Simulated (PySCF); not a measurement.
How methods differ on the ionisation energy of Re⁺

Re⁺ [Xe] 4f14 5d5 6s1 (7S) → Re²⁺ [Xe] 4f14 5d5 (6S), as a difference of total energies. All numbers are calculated (PySCF 2.14, scalar relativity through the core potential, in aug-cc-pVDZ-PP with ECP60MDF (5s5p4d2f, 54 functions)). Correlated levels: valence: 5s2 5p6 frozen. The calculations carry no spin-orbit coupling.

| method | ionisation energy (eV) |
| --- | --- |
| UHF | 15.716 |
| LDA | 17.352 |
| PBE | 17.060 |
| PBE0 | 16.815 |
| r2SCAN | 17.136 |
| wB97X | 16.079 |
| B97-3 | 16.546 |
| wB97X-V | 16.317 |
| revPBE | 16.981 |
| MP2 (valence) | 16.279 |
| SCS-MP2 (valence) | 15.904 |

Question: How much does correlation contribute at MP2 (valence)?

Answer: 16.279 − (15.716) = 0.563 eV, measured against UHF.

Errors of the correlated levels include the incompleteness of this basis and the frozen core.

For comparison: 16.6 ± 0.5 eV (semi-empirical (NIST evaluation); NIST Atomic Spectra Database, ionization energies).
